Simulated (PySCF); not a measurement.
**Correlation energy of B⁺ (boron, charge +1)**

[He] 2s1 2p1, high-spin 3P determinant (an excited configuration). All numbers are calculated (PySCF 2.14, the spin-free X2C one-electron Hamiltonian (Gaussian nucleus), in dyall-acv3z). Frozen: 1s2; 2 electrons correlated; the 18 highest virtual orbitals of each spin left out.

With two correlated electrons CCSD is exact within the correlated space (frozen core and kept virtual orbitals).

```tsv
level	correlation energy (mhartree)
CCSD	-5.06
```

Diagnostics: T1 = 0.0020, D1 = 0.0035, largest double amplitude 0.028.

Is a single reference adequate?

Yes: T1 lies below 0.03 and no double amplitude reaches 0.07.
